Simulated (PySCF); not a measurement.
A structure optimised at B3LYP-D3(BJ)/def2-SVP, used in a PySCF frequency run:

```xyz
6

F      0.8043    -1.0931     1.5150
Sn     0.0057    -0.2182     0.0000
F     -1.8585    -0.7023     0.0000
F      0.8043    -1.0931    -1.5150
S      0.1952     2.1651     0.0000
H     -1.1580     2.2644     0.0000
```

**Question.** Write its SMILES, formula and point group.

**Answer.** [F][Sn]([F])([F])[SH], F₃HSSn, Cs

**Question.** What are its rotational constants (standard atomic weights)?

**Answer.** 2.8086, 1.6694, 1.6395 GHz
